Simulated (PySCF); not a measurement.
**Atomic charges against the basis set**

CH₆F₂OSi₂.
Bonds: F1–C2, C2–F3, C2–Si4, Si4–O5, O5–Si6. Hydrogens: H7 on C2; H8, H9 on Si4; H10, H11, H12 on Si6.

PBE0 throughout (PySCF), one geometry, spherical d and f functions. Isolated species at its PBE0-D3(BJ)/def2-SVP geometry (one conformer only). Atoms taken as equivalent share a column and are averaged. The first 7 of 8 kinds of atom are listed.

Mulliken charges (e):

```csv
basis,functions,F1/F3,C2,Si4,O5,Si6,H7,H8/H9
STO-3G,44,-0.123,-0.028,+0.715,-0.532,+0.660,+0.057,-0.122
6-31G,74,-0.310,+0.141,+0.985,-0.967,+0.854,+0.185,-0.111
pcSseg-0,74,-0.356,-0.028,+1.139,-1.036,+0.810,+0.246,-0.070
6-31G*,104,-0.320,+0.307,+0.665,-0.682,+0.592,+0.156,-0.078
cc-pVDZ,122,-0.214,+0.248,+0.508,-0.521,+0.442,+0.041,-0.057
def2-SVP,122,-0.245,+0.229,+0.658,-0.592,+0.577,+0.050,-0.081
aug-cc-pVDZ,200,-0.440,+0.976,+0.135,-1.009,-0.249,-0.322,+0.301
"6-311+G(2d,p)",214,-0.258,+0.066,+0.880,-0.974,+0.680,+0.152,-0.049
def2-TZVP,234,-0.195,+0.186,+0.346,-0.408,+0.286,+0.083,-0.016
cc-pVTZ,272,-0.197,+0.258,+0.324,-0.345,+0.268,+0.030,-0.026
IGLO-III,288,-0.242,+0.105,+0.929,-0.677,+0.865,+0.111,-0.167
pcSseg-2,314,-0.269,+0.297,+0.817,-0.730,+0.794,+0.028,-0.129
```

IAO charges (e):

```json
{"basis": "STO-3G", "functions": "44", "F1/F3": "-0.148", "C2": "-0.067", "Si4": "+0.852", "O5": "-0.705", "Si6": "+0.772", "H7": "+0.099", "H8/H9": "-0.124"}
{"basis": "6-31G", "functions": "74", "F1/F3": "-0.280", "C2": "+0.118", "Si4": "+0.850", "O5": "-0.798", "Si6": "+0.698", "H7": "+0.156", "H8/H9": "-0.089"}
{"basis": "pcSseg-0", "functions": "74", "F1/F3": "-0.273", "C2": "+0.108", "Si4": "+0.862", "O5": "-0.799", "Si6": "+0.694", "H7": "+0.151", "H8/H9": "-0.093"}
{"basis": "6-31G*", "functions": "104", "F1/F3": "-0.294", "C2": "+0.160", "Si4": "+0.971", "O5": "-0.857", "Si6": "+0.835", "H7": "+0.134", "H8/H9": "-0.129"}
{"basis": "cc-pVDZ", "functions": "122", "F1/F3": "-0.294", "C2": "+0.163", "Si4": "+0.959", "O5": "-0.853", "Si6": "+0.825", "H7": "+0.137", "H8/H9": "-0.127"}
{"basis": "def2-SVP", "functions": "122", "F1/F3": "-0.295", "C2": "+0.161", "Si4": "+0.976", "O5": "-0.852", "Si6": "+0.844", "H7": "+0.135", "H8/H9": "-0.133"}
{"basis": "aug-cc-pVDZ", "functions": "200", "F1/F3": "-0.306", "C2": "+0.167", "Si4": "+0.965", "O5": "-0.862", "Si6": "+0.827", "H7": "+0.146", "H8/H9": "-0.124"}
{"basis": "6-311+G(2d,p)", "functions": "214", "F1/F3": "-0.306", "C2": "+0.158", "Si4": "+1.000", "O5": "-0.880", "Si6": "+0.862", "H7": "+0.147", "H8/H9": "-0.132"}
{"basis": "def2-TZVP", "functions": "234", "F1/F3": "-0.307", "C2": "+0.163", "Si4": "+1.010", "O5": "-0.884", "Si6": "+0.873", "H7": "+0.144", "H8/H9": "-0.136"}
{"basis": "cc-pVTZ", "functions": "272", "F1/F3": "-0.305", "C2": "+0.164", "Si4": "+0.996", "O5": "-0.877", "Si6": "+0.858", "H7": "+0.143", "H8/H9": "-0.133"}
{"basis": "IGLO-III", "functions": "288", "F1/F3": "-0.307", "C2": "+0.160", "Si4": "+1.008", "O5": "-0.883", "Si6": "+0.870", "H7": "+0.146", "H8/H9": "-0.135"}
{"basis": "pcSseg-2", "functions": "314", "F1/F3": "-0.307", "C2": "+0.162", "Si4": "+1.008", "O5": "-0.882", "Si6": "+0.871", "H7": "+0.145", "H8/H9": "-0.135"}
```

Hirshfeld charges (e):

```
        basis  functions   F1/F3      C2     Si4      O5     Si6      H7   H8/H9
       STO-3G         44  -0.094  +0.063  +0.450  -0.332  +0.445  -0.004  -0.085
        6-31G         74  -0.113  +0.065  +0.400  -0.361  +0.395  +0.053  -0.061
     pcSseg-0         74  -0.116  +0.061  +0.424  -0.339  +0.412  +0.042  -0.070
       6-31G*        104  -0.101  +0.059  +0.379  -0.311  +0.377  +0.048  -0.067
      cc-pVDZ        122  -0.096  +0.047  +0.387  -0.294  +0.381  +0.042  -0.072
     def2-SVP        122  -0.103  +0.053  +0.396  -0.292  +0.388  +0.043  -0.073
  aug-cc-pVDZ        200  -0.106  +0.047  +0.405  -0.323  +0.391  +0.050  -0.067
6-311+G(2d,p)        214  -0.110  +0.051  +0.406  -0.321  +0.394  +0.050  -0.067
    def2-TZVP        234  -0.105  +0.049  +0.399  -0.310  +0.386  +0.048  -0.068
      cc-pVTZ        272  -0.102  +0.048  +0.395  -0.305  +0.383  +0.046  -0.069
     IGLO-III        288  -0.109  +0.049  +0.398  -0.307  +0.381  +0.048  -0.066
     pcSseg-2        314  -0.106  +0.047  +0.405  -0.317  +0.392  +0.049  -0.069
```

ESP-fitted charges (e):

| basis | functions | F1/F3 | C2 | Si4 | O5 | Si6 | H7 | H8/H9 |
| --- | --- | --- | --- | --- | --- | --- | --- | --- |
| STO-3G | 44 | -0.118 | +0.095 | +0.435 | -0.332 | +0.451 | +0.034 | -0.083 |
| 6-31G | 74 | -0.239 | +0.297 | +0.479 | -0.570 | +0.631 | +0.093 | -0.064 |
| pcSseg-0 | 74 | -0.238 | +0.238 | +0.604 | -0.593 | +0.759 | +0.104 | -0.100 |
| 6-31G* | 104 | -0.163 | +0.129 | +0.401 | -0.386 | +0.477 | +0.101 | -0.064 |
| cc-pVDZ | 122 | -0.181 | +0.189 | +0.364 | -0.346 | +0.409 | +0.086 | -0.057 |
| def2-SVP | 122 | -0.191 | +0.196 | +0.406 | -0.376 | +0.488 | +0.088 | -0.068 |
| aug-cc-pVDZ | 200 | -0.184 | +0.153 | +0.358 | -0.333 | +0.413 | +0.112 | -0.050 |
| 6-311+G(2d,p) | 214 | -0.187 | +0.148 | +0.367 | -0.342 | +0.409 | +0.117 | -0.050 |
| def2-TZVP | 234 | -0.181 | +0.154 | +0.359 | -0.322 | +0.411 | +0.106 | -0.054 |
| cc-pVTZ | 272 | -0.173 | +0.135 | +0.378 | -0.330 | +0.423 | +0.107 | -0.059 |
| IGLO-III | 288 | -0.175 | +0.120 | +0.365 | -0.325 | +0.413 | +0.120 | -0.052 |
| pcSseg-2 | 314 | -0.194 | +0.174 | +0.397 | -0.371 | +0.471 | +0.107 | -0.060 |

Some averages cover members that differ in this geometry, most widely: H8/H9, Mulliken in aug-cc-pVDZ +0.286 to +0.317; H8/H9, ESP-fitted in pcSseg-0 -0.115 to -0.085; H8/H9, ESP-fitted in 6-31G -0.079 to -0.049; F1/F3, ESP-fitted in 6-31G -0.253 to -0.226 e.

**Question.** Which scheme is steadiest as the basis changes?

**Answer.** Largest range over the bases for any column: Hirshfeld 0.07 e, IAO 0.23 e, ESP-fitted 0.35 e, Mulliken 1.11 e. Hirshfeld charges move least and Mulliken charges most, counted in e. Without the minimal STO-3G basis the ranges are Hirshfeld 0.07, IAO 0.18, ESP-fitted 0.35, Mulliken 1.11 e.

**Question.** How much do the charges still move between the two largest bases, IGLO-III and pcSseg-2?

**Answer.** At most, over all atoms: Mulliken 0.192 e, IAO 0.002 e, Hirshfeld 0.011 e, ESP-fitted 0.058 e.

**Question.** What do the same runs give for the total energy, the frontier levels and the dipole moment?

**Answer.** 
| basis | energy (Eh) | HOMO (eV) | LUMO (eV) | μ (D) |
| --- | --- | --- | --- | --- |
| STO-3G | -883.9757 | -3.61 | 5.88 | 0.86 |
| 6-31G | -894.8843 | -8.20 | -0.08 | 1.29 |
| pcSseg-0 | -893.6577 | -8.31 | -0.03 | 1.51 |
| 6-31G* | -895.0503 | -8.09 | 0.02 | 1.20 |
| cc-pVDZ | -895.0990 | -8.14 | 0.02 | 1.27 |
| def2-SVP | -894.6737 | -8.27 | 0.08 | 1.35 |
| aug-cc-pVDZ | -895.1316 | -8.39 | -0.59 | 1.48 |
| 6-311+G(2d,p) | -895.2282 | -8.46 | -0.59 | 1.51 |
| def2-TZVP | -895.2684 | -8.40 | -0.39 | 1.44 |
| cc-pVTZ | -895.2511 | -8.34 | -0.27 | 1.37 |
| IGLO-III | -895.2719 | -8.43 | -0.30 | 1.49 |
| pcSseg-2 | -895.2788 | -8.45 | -0.50 | 1.47 |

The dipole is fixed by the density alone, so its range of 0.65 D shows that the density itself changes with the basis, not only its division among atoms.
